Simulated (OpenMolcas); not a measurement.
# Fe2+: ligand-field states by method

Fe2+ with its 6 nearest chloride ions at 2.568 Å, on the Y site of Cs2NaYCl6 (a = 10.7396 Å, distance in the model lattice 2.619 Å). The rest of the host is ab initio model potentials to 7.6 Å, with orthogonalisation functions on the cations behind the ligands, and point charges beyond; the distance is set by hand and nothing relaxes, and no local charge compensation is placed. Ligand basis ANO-RCC-VDZP.

```
Program             : OpenMolcas
Basis               : ANO-RCC-VTZP [6s5p3d2f1g]
Scalar Hamiltonian  : DKH2, point nucleus
Active space        : 6 electrons in 5 orbitals (3d)
State averaging     : 2S+1 = 5 even, 5 roots; 2S+1 = 3 even, 45 roots; 2S+1 = 1 even, 50 roots
Spin-orbit coupling : RASSI with atomic mean-field integrals over the reference wave functions
```

I. CASSCF
II. SS-CASPT2, IPEA 0.25 Eh, imaginary shift 0.1 Eh (closed shells correlated: 3s 3p and the ligand valence shells)

Spin-free states (labels of O, the rotations of Oh) in cm-1, each column counted from its own energy of the first state listed:

| State | Degeneracy | I | II |
| --- | --- | --- | --- |
| 5T2 | 3 | 0 | 0 |
| 5E | 2 | 4251 | 5320 |
| 3T1 | 3 | 19388 | 16010 |
| 3T2 | 3 | 21214 | 17110 |
| 3T1 | 3 | 22740 | 19450 |
| 3E | 2 | 24489 | 21340 |
| 3T1 | 3 | 25530 | 20690 |
| 3T2 | 3 | 25644 | 20520 |
| 1A1 | 1 | 26537 | 21670 |
| 3A2 | 1 | 28082 | 23670 |
| 3T1 | 3 | 28146 | 24970 |
| 3T2 | 3 | 28403 | 23710 |
| 1T1 | 3 | 29411 | 24500 |
| 3E | 2 | 29567 | 25500 |
| 3A1 | 1 | 31540 | 27870 |
| 1T2 | 3 | 32158 | 26800 |
| 3T1 | 3 | 32415 | 30570 |
| 1E | 2 | 33892 | 28600 |
| 1A1 | 1 | 34733 | 28550 |
| 1A2 | 1 | 35569 | 31030 |

From I to II, I's first state of the same spin (5E) moves from 4251 to 5320 cm-1, by about +1100 cm-1.

From I to II, I's first state of another spin (3T1) moves from 19388 to 16010 cm-1, by about -3400 cm-1.

I: A least-squares ligand-field fit to the states below 45000 cm-1, each weighted by its degeneracy and with a free common offset, gives 10Dq = 4159 cm-1, B = 1137 cm-1 and C = 4249 cm-1 (C/B = 3.74), with an rms deviation of 49 cm-1. The same method and metal basis give the free ion B = 1177 cm-1 (fit to its terms below 60000 cm-1, rms deviation 29 cm-1), so the nephelauxetic ratio is β = 1137 / 1177 = 0.97; it hangs on how both fits weigh the states, and computed free-ion B values tend to be too large, so β mixes covalency with correlation.

χT at 300 K: I 4.20, II 4.16 cm3 K/mol.

Roots that are degenerate in the reference are averaged as groups; the widest CASPT2 spread within a group is 520 cm-1 (the 2-fold group of multiplicity 1 near 72000 cm-1 above the lowest state of its run, II). Shifts and gaps below about the spread of the groups concerned are not significant. Over all roots computed the reference weight is 0.66 to 0.68 in II; a low but even weight reflects the number of correlated electrons. An orbital triplet at a regular site is open to Jahn-Teller coupling, which can distort the site and quench the lowest spin-orbit gaps and is left out. Ligand-to-metal charge-transfer states are missing. Without dynamic correlation the repulsion within the d shell is too large (B by tens of per cent), so at a given field states of lower spin stand too high (holds for I). With no ligand orbital active B as a rule stays too high, so bands that hang on it stand too high and its fall with covalency is understated (holds for I). With metal d orbitals alone and no dynamic correlation the field as a rule comes out too small, by tens of per cent, by up to half for chloride and softer ligands, and with too little covalency χT stands high (holds for I). A single d shell leaves out the double-shell effect, which counts most for late 3d ions, where the CASPT2 field can be off either way by tens of per cent (holds for II). These CASPT2 states fit no ligand-field parameters well, so their order and spin gaps are uncertain (holds for II). For late 3d ions with one d shell CASPT2 can put B and the spin-flip bands somewhat low as well as high (holds for II). With one d shell and no ligand orbital active, 10Dq can be off by tens of per cent for divalent 3d ions, low with halides held by bare charges and at times high in hosts (holds for II). Free-ion shares, where given, are those of the reference states; single-state CASPT2 does not remix them (holds for II). No measured value stands beside these numbers; the geometry was set by hand and not optimised.
